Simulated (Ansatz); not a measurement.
Ideal-gas functions of GeH4S2Si, SMILES `[SiH3][GeH]1[S][S]1` at 500 K and 1 bar, from an Ansatz frequency run at PBE0-D4/def2-TZVP.

Molar mass 168.86 g/mol, point group Cs (symmetry number 1), electronic degeneracy 1, moments of inertia 131.228, 355.666, 376.645 u Å². Harmonic wavenumbers (cm⁻¹, unscaled): 78, 94, 106, 341, 374, 391, 507, 509, 541, 555, 694, 860, 926, 936, 2156, 2230, 2242, 2267.

Use S(trans) = R[1.5 ln M + 2.5 ln T − 1.1517]; rotational temperatures θ = 24.2544 K / I; S(rot) = R[ln(√π/σ · √(T³/θAθBθC)) + 1.5]; for each mode x = 1.438777 ν̃/T, S = R[x/(eˣ − 1) − ln(1 − e⁻ˣ)] and H = RT x/(eˣ − 1); 1 cm⁻¹ = 0.0119627 kJ/mol; R = 8.31446 J/(mol·K).

Question: By hand: the entropy, in J/(mol·K).

Answer: Translation 183.6. Rotation: θ = 0.1848, 0.0682, 0.0644 K, giving 124.3. Vibration, mode by mode: 20.75, 19.21, 18.22, 8.80, 8.09, 7.76, 5.87, 5.85, 5.43, 5.25, 3.82, 2.62, 2.26, 2.21, 0.12, 0.10, 0.10, 0.09, in all 116.6. Electronic 0.0. Sum 424.5 J/(mol·K).

Question: By hand: H − E and G − E in kJ/mol, counted from the electronic energy.

Answer: Zero-point energy ½ × 15807 × 0.0119627 = 94.5; thermal vibration 29.0; translation, rotation and pV give 4 RT = 16.6. H − E = 140.1 kJ/mol, and G − E = 140.1 − 500 × 424.5/1000 = -72.2 kJ/mol.

Vibration gives 27 % of the entropy, 58.2 J/(mol·K) of it from the modes under 150 cm⁻¹: soft modes count most, and the harmonic formula is weakest for them.
